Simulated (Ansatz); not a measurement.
`[CH3][Al]([F])[S][SiH3]` + fluoromethane → `[CH3][Al]([F])[CH2]F` + `[SiH3]S`  (formal exchange of groups at the Al–S bond)

Isolated molecules relaxed with PBE0-D4/def2-TZVP in Ansatz; ΔE leaves out vibrations. CCSD(T)/CBS is the MP2 limit (def2-TZVPP, def2-QZVPP) plus CCSD(T) − MP2 in def2-TZVPP, frozen cores. This one scheme is used for every species. DFT in def2-TZVPP. One conformer a species, not always the lowest.

```tsv
species	ωB97X-V energy (Eh)
`[CH3][Al]([F])[S][SiH3]`	-1071.73106
`CF`	-139.75482
`[CH3][Al]([F])[CH2]F`	-521.41055
`[SiH3]S`	-690.02188
```

(1) Work out ΔE.

Largest T1 diagnostic among the species: 0.012.

Answers

(1) ΔE = (-521.41055) + (-690.02188) − (-1071.73106) − (-139.75482) = 0.05345 Eh = +140.3 kJ/mol. CCSD(T)/CBS gives +146.7 kJ/mol.

From PBE to PBE0 (25 % exact exchange), in def2-TZVPP and without D4, ΔE moves by +7.2 kJ/mol. The D4 term adds +7.6 kJ/mol with B3LYP and +4.3 kJ/mol with PBE0; it sums over pairs of atoms, weighted by their polarisabilities, and B3LYP, whose exchange is more repulsive, gets the larger term.

B3LYP here is the variant with VWN-RPA as its local correlation; programs differ in this.
